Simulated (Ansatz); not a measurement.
`[NH2][Ta]([NH2])([NH2])=[O]` at its PBE0-D4/def2-TZVP geometry, where that method's forces vanish. Charge 0, multiplicity 1. Ta takes the def2 core potential.

```xyz
11

N    -0.1148    1.6595   -0.9250
Ta   -0.4330   -0.0697    0.0153
N     0.4049   -1.5800   -0.9809
N     0.2507    0.0076    1.8867
O    -2.1309   -0.3430    0.0755
H    -0.8519    2.2925   -1.1968
H     0.7672    1.9891   -1.2880
H     1.3881   -1.8056   -1.0084
H    -0.1219   -2.2981   -1.4552
H     1.1539    0.3496    2.1795
H    -0.3124   -0.2018    2.6973
```

What forces (eV/Å) does PBE-D4/def2-TZVPP give on these atoms in Ansatz 0.2.0? (Best estimate.)

Ansatz gave: 
```
N1  -0.025 -0.097  0.094
Ta2  0.620  0.101 -0.021
N3  -0.062  0.118  0.034
N4  -0.041 -0.042 -0.124
O5  -0.869 -0.140  0.030
H6  -0.232  0.235 -0.109
H7   0.294  0.129 -0.130
H8   0.333 -0.091 -0.021
H9  -0.153 -0.263 -0.169
H10  0.305  0.112  0.118
H11 -0.169 -0.062  0.297
```
